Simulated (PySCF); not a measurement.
B₂H₄NO (calculated)

Calculation on a computer-drawn molecule: the log of a Hartree-Fock and frozen-core CCSD(T) single point meant for a local Hartree-Fock minimum, with one planted fault or none, to be diagnosed. Offsets are logged minus clean, where the clean run is the same molecule without the fault. The reference is restricted for singlets and unrestricted otherwise, and also for a bond in bohr or an excited solution. Adding or removing an electron swaps singlet and doublet. The excited solution moves the top pair (singlet) or top alpha electron (doublet) to the lowest empty orbital. Highest occupied and lowest empty are orbital energies over both spins, largest force is the largest gradient component, triples share is (T) over the correlation energy, the T1 limit is 0.02 restricted and 0.045 unrestricted, electrons count all cores, a negative frequency is imaginary (commonest isotopes), and the dipole is about the centre of nuclear charge. Program: PySCF 2.14.0.

Common to all runs: meant charge -1; meant multiplicity 1; meant basis aug-cc-pVDZ; logged SCF converged yes; logged CC converged yes; logged SCF stable within its kind yes; possible faults no fault, one electron removed, one electron added, multiplicity raised by two, geometry at a saddle point, SCF held on an excited solution, minimal basis STO-3G, one bond length entered in bohr, all coordinates scaled.

(1) B₂H₄NO

Logged structure:
```xyz
8
B2H4NO
N     -0.3841     1.7115     0.5208
B      0.5688     0.8964     0.4622
B      1.9190    -0.1896     0.3189
O      1.8233    -1.2783     1.3511
H     -1.1442     2.3265     0.5984
H      2.9673     0.4843     0.4479
H      1.9176    -0.6502    -0.8461
H      2.5629    -1.8497     1.2524
```

| Property | Result |
| --- | --- |
| logged electrons | 29 |
| logged basis functions | 128 |
| logged spin squared | 0.7748 |
| logged highest occupied | -10.45 eV |
| logged lowest empty | -1.1738 eV |
| logged largest force | 0.04053 hartree/bohr |
| logged T1 diagnostic | 0.061601 |
| logged D1 diagnostic | 0.37897 |
| logged triples share | 0.038214 |
| logged dipole magnitude | 4.6057 debye |
| logged energy HF | -180.95752 hartree |
| logged energy CCSD(T) | -181.56119 hartree |
| planted fault | one electron removed |
| HF energy offset from clean run | 75.23 kcal/mol |
| CCSD(T) energy offset from clean run | 89.05 kcal/mol |

Drawn bonds:
```tsv
atom	other atom	order
1	2	2
2	3	1
3	4	1
1	5	1
3	6	1
3	7	1
4	8	1
```

Notes: T1 above single-reference limit.

(2) B₂H₄NO

Structure as in entry 1.

| Item | Value |
| --- | --- |
| logged electrons | 30 |
| logged basis functions | 24 |
| logged spin squared | 0 |
| logged highest occupied | -1.0524 eV |
| logged lowest empty | 17.131 eV |
| logged largest force | 0.091777 hartree/bohr |
| logged T1 diagnostic | 0.016979 |
| logged D1 diagnostic | 0.053921 |
| logged triples share | 0.031959 |
| logged dipole magnitude | 2.2355 debye |
| logged energy HF | -178.54335 hartree |
| logged energy CCSD(T) | -178.76764 hartree |
| planted fault | minimal basis STO-3G |
| HF energy offset from clean run | 1590 kcal/mol |
| CCSD(T) energy offset from clean run | 1842 kcal/mol |

Drawn bonds:
```tsv
atom	other atom	order
1	2	2
2	3	1
3	4	1
1	5	1
3	6	1
3	7	1
4	8	1
```
